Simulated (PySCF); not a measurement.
Species: C₄H₁₀GeO.
Atom-mapped SMILES: `[CH2:1]=[C:2]([CH2:3][GeH3:4])[O:5][CH3:6]` (hydrogens: H7, H8 on C1; H9, H10 on C3; H11, H12, H13 on Ge4; H14, H15, H16 on C6)

Computed, not measured: PySCF 2.14.0, PBE0/def2-SV(P) geometry optimisation, gas phase.

Some entries are withheld. Bonds in one row agree within 0.01 Å.

```json
{"coordinate": "C1=C2", "value": "?"}
{"coordinate": "C2–C3", "value": "1.494 Å"}
{"coordinate": "C3–Ge4", "value": "?"}
{"coordinate": "C2–O5", "value": "?"}
{"coordinate": "O5–C6", "value": "1.399 Å"}
{"coordinate": "C1–H7", "value": "1.093 Å"}
{"coordinate": "C1–H8", "value": "1.093 Å"}
{"coordinate": "C3–H9, C3–H10", "value": "1.103 Å"}
{"coordinate": "Ge4–H11, Ge4–H12, Ge4–H13", "value": "1.545 Å"}
{"coordinate": "C6–H14, C6–H15, C6–H16", "value": "1.105 Å"}
{"coordinate": "C1–C2–C3", "value": "?"}
{"coordinate": "C1–C2–O5", "value": "125.2°"}
{"coordinate": "C3–C2–O5", "value": "?"}
{"coordinate": "C2–C3–Ge4", "value": "?"}
{"coordinate": "C2–O5–C6", "value": "118.5°"}
```

Estimate the withheld lengths and angles.

- C1=C2 = 1.344 Å, drawn double (terminal =CH2 carbon to vinylic carbon bearing oxygen); 0.12 Å below the sum of covalent radii, 1.46 Å.
- C3–Ge4 = 1.975 Å, drawn single (ends: sp3 carbon bound to germanium; germanium bonded to C and 3 H); 0.01 Å above the sum of covalent radii, 1.96 Å.
- C2–O5 = 1.353 Å, drawn single (vinylic carbon bearing oxygen to ether oxygen); 0.04 Å below the sum of covalent radii, 1.39 Å.
- C1–C2–C3 = 124.5°, at the vinylic carbon bearing oxygen; the outer atoms are 2.512 Å apart.
- C3–C2–O5 = 110.3°, at the vinylic carbon bearing oxygen; the outer atoms are 2.338 Å apart.
- C2–C3–Ge4 = 112.6°, at the sp3 carbon bound to germanium; the outer atoms are 2.898 Å apart.

Radii are Cordero's, carbon taken as 0.76, 0.73 or 0.69 Å for four, three, and two or fewer neighbours.

Whether it is a minimum is left open (no frequencies). One conformer, not necessarily the lowest (C1–C2–C3–Ge4 120°, C1–C2–O5–C6 1°).
